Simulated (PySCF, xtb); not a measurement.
Br₂Sn, SMILES [Br][Sn][Br] (connectivity only; charge and spin as stated), charge +1, multiplicity 2.

Harmonic wavenumbers (cm⁻¹) from GFN2-xTB in xtb at its own minimum, in rising order: 36, 143, 186.

Task: What does PBE-D3(BJ)/def2-SVP in PySCF 2.14.0 give at its own minimum? (Estimate from the structure and the level; the computed values follow.)

Result: 56, 212, 253. Paired by order, the mean absolute difference is 52 cm⁻¹ and the zero-point energies are 0.5 and 0.7 kcal/mol.
